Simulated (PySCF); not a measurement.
C2H5ClFNSi, SMILES C(=N\C)/[Si@@H](Cl)F.

Geometry optimised at PBE0-D3(BJ)/def2-SVP. The structure was generated by enumeration; whether it is a known compound was not checked. Other conformers were not sampled.

Two levels are set side by side: PBE/def2-TZVP (PySCF) and ωB97X/def2-TZVP (PySCF). Same geometry, gas phase. Differences are taken from unrounded values.

```csv
quantity,ωB97X,PBE,PBE minus ωB97X
orbital gap (eV),10.93,3.74,-7.19
highest occupied level (eV),-10.12,-6.20,3.92
lowest empty level (eV),0.81,-2.46,-3.28
dipole moment (D),2.45,2.41,-0.03
mean polarisability (bohr³),67.1,71.7,4.6
```

Without exact exchange PBE keeps part of each electron's self-repulsion, which lifts occupied levels and narrows the gap. PBE's more diffuse valence density responds more strongly to a field. Differences between two approximate levels are no errors against the true value.

Rough cost on one machine, each run with all the roots and properties that it gave: ωB97X against PBE within a factor of 2.
